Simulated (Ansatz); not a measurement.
A search over several starts for the lowest SCF solution of the cluster Be2Te2 at the given spin, in a small basis.

```yaml
crystal:
  periodic: [false, false, false]
  atoms:
    - {symbol: Be, position_ang: [-0.323104, 0.640324, 0.858618]}
    - {symbol: Be, position_ang: [0.323316, -0.640751, -0.859206]}
    - {symbol: Te, position_ang: [1.548086, 1.207913, -0.317774]}
    - {symbol: Te, position_ang: [-1.548298, -1.207486, 0.318363]}
basis:
  gaussian: {orbitals: def2-SVP}
hamiltonian: {xc: pbe0, dispersion: d4}
output: {orbitals: {seedname: orbitals}}
```

```sh
$ ansatz run in.yaml --threads 2 --pin off --events-out ev --progress --plain --max-ram 4352MiB
```

Shortened log:

```
Functional definition: PBE0
922 factors; integrals over basis functions are off by at most 1.5e-4 eV
mean field evaluation 1: about -15389.0038 eV, gradient 1.3e1 eV
mean field evaluation 2: about -15389.1577 eV, gradient 1.3e1 eV
mean field evaluation 4: about -15389.7262 eV, gradient 9.7e-1 eV
mean field evaluation 8: about -15389.9314 eV, gradient 1.7e-2 eV
mean field -15389.93143460 eV, -565.5695485515 hartree, gradient 2.6e-5 eV, S^2 0.000000; 0 other end points of the search recorded, 0 dependent functions left out
reference -15389.93145855 eV, -565.5695494314 hartree; 28, 28 occupied and 42, 42 virtual orbitals, 922 factors
Total energy: -15390.06320677 eV, -565.5743910892 hartree
```

It took 2.8 s on 2 threads of Intel Xeon Platinum 8259CL on a shared host.

In the def2 sets Te takes a core potential; there is no spin–orbit coupling. The structure comes from a short search, and lower isomers may exist.
